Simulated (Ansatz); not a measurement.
H₆O₂Si₃ (`[SiH3]O[Si]O[SiH3]`), 11 atoms. Total charge 0; spin multiplicity 1. All runs use 4 threads of a server CPU on a shared host. Correlated methods freeze the cores.

Question: Give the basis size and wall time and peak host memory of each of these runs in Ansatz. RKS BHLYP-D4/def2-TZVPP energy; RKS PBE0-D4/def2-TZVP relaxation (9 steps); RKS PBE0-D4/def2-TZVP frequencies; RHF-MP2/def2-QZVPP energy; RHF-CCSD(T)/def2-TZVPP energy; RHF-CCSD(T)/def2-SVP energy; RKS PBE0-D4/def2-QZVPP energy; RKS ωB97X-V/def2-TZVPP energy; direct RPA on PBE orbitals/def2-TZVPP energy; RKS HSE06-D4/def2-TZVPP energy; RKS r2SCAN-D4/def2-TZVPP energy and forces; RKS PBE0-D4/def2-SVP energy. (An estimate is asked.)

Answer: Ansatz gave: Other jobs shared the machine, so times are rough.

```
                                level                   job  functions  wall time  peak host memory (GiB)
                 RKS PBE0-D4/def2-SVP                energy        112        2 s                    0.23
              RKS BHLYP-D4/def2-TZVPP                energy        272      6.5 s                    0.79
              RKS HSE06-D4/def2-TZVPP                energy        272      6.5 s                    0.81
                 RHF-CCSD(T)/def2-SVP                energy        112      8.5 s                    0.49
direct RPA on PBE orbitals/def2-TZVPP                energy        272      9.5 s                    0.62
             RKS r2SCAN-D4/def2-TZVPP     energy and forces        272      9.5 s                    0.41
               RKS ωB97X-V/def2-TZVPP                energy        272       16 s                    0.94
               RKS PBE0-D4/def2-QZVPP                energy        504       19 s                     2.1
                   RHF-MP2/def2-QZVPP                energy        504       54 s                       3
                RKS PBE0-D4/def2-TZVP  relaxation (9 steps)        209       56 s                     0.6
                RKS PBE0-D4/def2-TZVP           frequencies        209    4.5 min                    0.62
               RHF-CCSD(T)/def2-TZVPP                energy        272      5 min                     6.6
```

HSE06 is defined as in plane-wave codes.
